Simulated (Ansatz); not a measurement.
`COB[SiH3]` + H₂S → `COBS` + SiH₄ at 500 K and 1 bar (cleavage of the B–Si bond).

Gas-phase electronic energies from Ansatz, PBE0-D4/def2-TZVP geometries. CCSD(T)/CBS is the MP2 limit (def2-TZVPP, def2-QZVPP) plus CCSD(T) − MP2 in def2-TZVPP, frozen cores. This one scheme is used for every species. Each species was taken in one conformer, which may not be the lowest.

| species | CCSD(T)/CBS energy (Eh) | H − E (kJ/mol) | S (J/(mol·K)) |
| --- | --- | --- | --- |
| `COB[SiH3]` | -431.31805 | 254.1 | 394.9 |
| H₂S | -398.97279 | 57.0 | 224.0 |
| `COBS` | -538.86373 | 209.4 | 360.8 |
| SiH₄ | -291.46306 | 102.4 | 230.9 |

H − E and S are ideal-gas, rigid-rotor, harmonic terms from PBE0-D4/def2-TZVP, for one conformer and one mirror image of each species. 1 Eh = 2625.50 kJ/mol, R = 8.31446 J/(mol·K).

Question: By hand: ΔE, ΔH, ΔS and ΔG.

Answer: ΔE = (-538.86373) + (-291.46306) − (-431.31805) − (-398.97279) = -0.03595 Eh = -94.4 kJ/mol. Δ(H − E) = 209.4 + 102.4 − 254.1 − 57.0 = 0.7, so ΔH = -93.7 kJ/mol. ΔS = 360.8 + 230.9 − 394.9 − 224.0 = -27.2 J/(mol·K). ΔG = -93.7 − 500 × (-27.2)/1000 = -80.1 kJ/mol.

Question: By hand: the equilibrium constant, and the temperature at which ΔG would vanish if ΔH and ΔS stayed fixed.

Answer: log₁₀ K = −ΔG/(RT ln 10) = 8.4. ΔG = 0 at ΔH/ΔS = 3445 K, far beyond where these terms or the molecules hold.

ΔH outweighs TΔS. A doubt of 5 kJ/mol in ΔE shifts log₁₀ K by 0.5 here. Other conformers and mirror images would add mixing entropy, several J/(mol·K) or more a flexible species. These are equilibria of isolated gas molecules and say nothing of rates. Largest T1 diagnostic: 0.014 (customary marks: 0.02 for closed shells, 0.045 for open ones).
